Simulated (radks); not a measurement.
Polarisability of neutral rubidium, [Kr] 5s1, at imaginary frequency. All-electron calculation, scalar-relativistic Kohn-Sham, PBE, spin-polarised, spherical densities, finite nucleus; open shells are filled with parallel spins first (spin-orbit coupling, left out, can overturn this in heavy ions); Fermi nuclear charge, rms radius 4.2036 fm. Program: a radial shooting solver on a logarithmic mesh with Libxc functionals. Response by self-consistent Sternheimer equations with the Hartree and adiabatic LDA kernel, the relativistic mass of each level held fixed and spin-orbit coupling left out.

w (hartree)  alpha1(iw) (bohr^3)  alpha2(iw) (bohr^5)
0.00266                    315.4                 8623
0.0143                     298.4                 8354
0.0360                     230.1                 7121
0.0697                     134.5                 4845
0.118                      68.86                 2716
0.186                      36.33                 1401
0.280                      21.15                713.3
0.413                      13.50                366.7
0.605                      8.958                190.3
0.892                      5.762                98.12
1.35                       3.373                48.59
2.12                       1.724                21.86
3.59                      0.7534                8.267
6.94                      0.2734                2.344
17.5                     0.06535               0.3874

Static values: alpha1 = 316.1 bohr^3 (46.84 angstrom^3; uncoupled 366.0), alpha2 = 8633 bohr^5, alpha3 = 306700 bohr^7. C6 = 4606, C8 = 710400, triple-dipole C9 = 1058000 atomic units. One-pole (London) frequency 4 C6 / (3 alpha1^2) = 0.061 hartree, against 0.090 for minus the highest occupied eigenvalue. Recommended static value: 319.8 bohr^3 (Schwerdtfeger and Nagle, 2023 table).
